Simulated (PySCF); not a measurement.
**Dipole response of Co⁺ (cobalt, charge +1)**

[Ar] 3d8, high-spin 3F determinant. All numbers are calculated (PySCF 2.14, no relativity, point nucleus, in aug-cc-pVQZ (9s8p6d4f3g2h, 140 functions)). Coupled (time-dependent) response in atomic units; α is the mean over directions.

| method | mean α (bohr³) | C₆ (like pair) | S(−4) |
| --- | --- | --- | --- |
| PBE | 10.11 | 35.93 | 111.5 |

S(−4) is the Cauchy moment in α(ω) = α(0) + S(−4) ω² + …

α(iu) at PBE:

| u (hartree) | α(iu) (bohr³) |
| --- | --- |
| 0 | 10.11 |
| 0.0500 | 9.843 |
| 0.100 | 9.167 |
| 0.200 | 7.497 |
| 0.300 | 6.142 |
| 0.500 | 4.462 |
| 0.750 | 3.288 |
| 1.00 | 2.561 |
| 1.50 | 1.718 |
| 2.00 | 1.254 |
| 3.00 | 0.7656 |
| 5.00 | 0.3789 |

A single London oscillator, α(iu) = α/(1 + u²/ω²), gives C₆ = (3/4) ω α². Matching the computed C₆ needs ω = 4 × 35.93 / (3 × 10.11²) = 0.469 hartree.

For an ion, C₆ is the dispersion term alone; charge-induced terms of lower order in 1/R come first.
